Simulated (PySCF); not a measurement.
Computed shifts of a molecule CH7ClN2Si2, PySCF with PBE/pcSseg-1, GIAO, gas phase, atoms alike by connectivity averaged where their shifts nearly agree, in ppm (number of nuclei): ¹⁵N: 94.0 (1), 56.8 (1). ²⁹Si: -6.6 (1), -30.4 (1). ¹³C: 30.1 (1). ¹H: 4.83 (2), 3.09 (2), 2.18 (1), 1.52 (2). References: ¹⁵N against NH3 (σ = 267.0 ppm); ²⁹Si against TMS (σ = 335.4 ppm); ³⁵Cl against HCl (σ = 936.5 ppm); ¹³C against TMS (σ = 182.0 ppm); ¹H against TMS (σ = 31.49 ppm), references at their B3LYP-D3(BJ)/def2-TZVP geometries, non-relativistic (without spin–orbit terms, shifts of atoms bonded to Cl or Br come out too high). Geometry: B3LYP-D3(BJ)/def2-SVP. Other conformers were not sampled.

**Question.** Identify the compound among the candidates.
A) N[Si@@]1(Cl)C[SiH2]N1
B) N[Si@H]1NC[Si@H]1Cl
C) N[Si@]1(Cl)NC[SiH2]1
D) N[Si@]1(Cl)CN[SiH2]1

**Answer.** C, N[Si@]1(Cl)NC[SiH2]1
